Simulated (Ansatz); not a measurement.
Ansatz (a first-principles code) input (CCSD(T)/def2-SVPD):

Ansatz 0.2 input:
```yaml
crystal:
  periodic: [false, false, false]
  atoms:
    - {symbol: La, position_ang: [0.23438090, 0.15778914, 0.04625700]}
    - {symbol: F, position_ang: [-1.24896509, 0.59910953, -1.32684618]}
    - {symbol: F, position_ang: [-0.23544725, -1.59844075, 1.03388520]}
basis:
  gaussian:
    orbitals: def2-SVPD
total_charge: 1
magnetization: {spin_polarized: false}
correlation: {method: ccsd_t, electrons: outside_noble_gas}
output: {forces: true}
```

End of the output:

```
cycle   3  -12.05760837 eV  change   -6.9e-2 eV  update   2.0e-2
cycle   4  -12.06077400 eV  change   -3.2e-3 eV  update   5.7e-3
cycle   5  -12.05424092 eV  change    6.5e-3 eV  update   1.5e-3
cycle   6  -12.05374405 eV  change    5.0e-4 eV  update   6.4e-4
cycle   7  -12.05427959 eV  change   -5.4e-4 eV  update   2.2e-4
cycle   8  -12.05425433 eV  change    2.5e-5 eV  update   6.8e-5
cycle   9  -12.05421374 eV  change    4.1e-5 eV  update   2.3e-5
cycle  10  -12.05422740 eV  change   -1.4e-5 eV  update   8.9e-6
perturbative correction -0.30327565 eV, -0.0111451744 hartree
the calculation of the forces begins
Total energy: -6266.20670962 eV, -230.2788491912 hartree
Atom 0 at     0.234381     0.157789     0.046257 Å, force     0.822299     0.553585     0.162287 eV/Å
Atom 1 at    -1.248965     0.599110    -1.326846 Å, force    -0.647542     0.235762    -0.631759 eV/Å
Atom 2 at    -0.235447    -1.598441     1.033885 Å, force    -0.174757    -0.789348     0.469472 eV/Å
Dipole moment:     1.248586     0.840569     0.246419 e Å
```
